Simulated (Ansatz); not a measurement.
`F/C=C/C(F)=C\F` + acetylene → `C#C/C=C/F` + `F/C=C/F`  (formal exchange of groups at a C–C bond)

Isolated molecules relaxed with PBE0-D4/def2-TZVP in Ansatz; ΔE leaves out vibrations. CCSD(T)/CBS is the MP2 limit (def2-TZVPP, def2-QZVPP) plus CCSD(T) − MP2 in def2-TZVPP, frozen cores. This one scheme is used for every species. Double bonds are as drawn, so ΔE can hold a change between cis and trans. DFT in def2-TZVPP. HSE06 is defined as in plane-wave codes. Each species was taken in one conformer, which may not be the lowest.

```csv
level,ΔE (kcal/mol)
HSE06-D4,0.5
B2PLYP,0.6
CCSD(T)/def2-SVP,1.8
HF/def2-QZVPP,0.2
```

**Question.** What does CCSD(T)/CBS give? (Best estimate.)

**Answer.** The calculation gave: +1.6 kcal/mol. The listed levels differ from it by -1.1, -1.0, 0.2, -1.4 kcal/mol.

Largest T1 diagnostic among the species: 0.013.

From BLYP to BHLYP (50 % exact exchange), in def2-TZVPP and without D4, ΔE moves by +0.9 kcal/mol. In def2-TZVPP, CCSD(T) changes the Hartree–Fock value by +1.4 kcal/mol (the triples alone add +0.2 kcal/mol) and MP2 by +1.0 kcal/mol. Leaving LDA and LC-ωPBE aside and taking each functional with its dispersion term where it has one, the values, not all of them listed here, spread over 1.2 kcal/mol, from PBE-D4 to r2SCAN-D4. LDA lies +1.4 kcal/mol from PBE without D4.
